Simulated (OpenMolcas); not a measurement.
# Predicting a hybrid from its neighbours: CH3BCl2O (methoxydichloroborane)

CH3BCl2O has 8 atoms, charge 0, and is taken as a singlet. As SMILES, `COB(Cl)Cl`. The shape is that of a PBE0-D4/def2-TZVP optimisation.

The dipole moment y, in D, basis def2-SVP; a is the functional's share of exact exchange. Programs: OpenMolcas 26.06.

| functional | program | a | y (D) |
| --- | --- | --- | --- |
| revPBE | OpenMolcas | 0 | 2.38 |
| BLYP | OpenMolcas | 0 | 2.29 |
| B3LYP | OpenMolcas | 0.2 | 2.40 |
| PBE0 | OpenMolcas | 0.25 | ? |
| BHLYP | OpenMolcas | 0.5 | 2.51 |

Fit y = c + s·a to the known rows and predict PBE0.


1. Means of the 4 rows: a = 0.1750, y = 2.395.
2. Σ(Δa)² = 0.1675, Σ(Δa·Δy) = 0.0585, so the slope is 0.0585/0.1675 = 0.34925.
3. Intercept: 2.395 − (0.34925) × 0.1750 = 2.334. The largest residual of the fit is 0.046.
4. PBE0: 2.334 + (0.34925) × 0.25 = 2.42 D.

The run gave 2.49 D, so the prediction is off by -0.07 D, more than the largest residual. More exact exchange makes the molecule more polar here. The rows mix families of semi-local functionals, which the line can't see.
